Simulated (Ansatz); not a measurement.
CH$_{5}$FOSi (SMILES C[SiH](O)F), singlet, geometry from GFN2-xTB; MP2/cc-pV(T+d)Z (Ansatz, an electronic-structure program).

Ansatz was given this input:
Ansatz 0.2 input:
```yaml
crystal:
  periodic: [false, false, false]
  atoms:
    - {symbol: Si, position_ang: [0.13646255, -0.19920830, 0.28491332]}
    - {symbol: C, position_ang: [1.34040274, 0.70438131, -0.85933678]}
    - {symbol: O, position_ang: [-0.77538189, -1.31273429, -0.45175775]}
    - {symbol: F, position_ang: [-0.86736644, 0.93034814, 0.86423853]}
    - {symbol: H, position_ang: [0.69967693, -0.90219834, 1.41522491]}
    - {symbol: H, position_ang: [2.00218829, 0.01012581, -1.36839396]}
    - {symbol: H, position_ang: [1.96162429, 1.40069433, -0.30453314]}
    - {symbol: H, position_ang: [0.81511623, 1.27730932, -1.62100285]}
    - {symbol: H, position_ang: [-1.42214489, -1.09456160, -1.11814543]}
basis:
  gaussian:
    orbitals: cc-pV_T+d_Z.json
magnetization: {spin_polarized: false}
correlation: {method: mp2}
```
The basis file holds cc-pV(T+d)Z in the JSON format of the Basis Set Exchange.

The log (banner, timings and long lists left out):

```
Functional definition: HF
1154 factors; integrals over basis functions are off by at most 7.9e-4 eV
mean field evaluation 1: about -13717.5075 eV, gradient 4.5e1 eV
mean field evaluation 2: about -13717.6456 eV, gradient 4.5e1 eV
mean field evaluation 4: about -13721.3996 eV, gradient 3.3e0 eV
mean field evaluation 8: about -13721.4435 eV, gradient 1.9e-1 eV
mean field -13721.44367120 eV, -504.2537541881 hartree, gradient 1.6e-6 eV, S^2 0.000000; 0 other end points of the search recorded, 0 dependent functions left out
8 core orbitals not correlated
reference -13721.44367120 eV, -504.2537541881 hartree; 13, 13 occupied and 178, 178 virtual orbitals, 1154 factors
second order -21.59183825 eV of doubles, -0.00000000 eV of singles
Total energy: -13743.03550945 eV, -505.0472396084 hartree
```
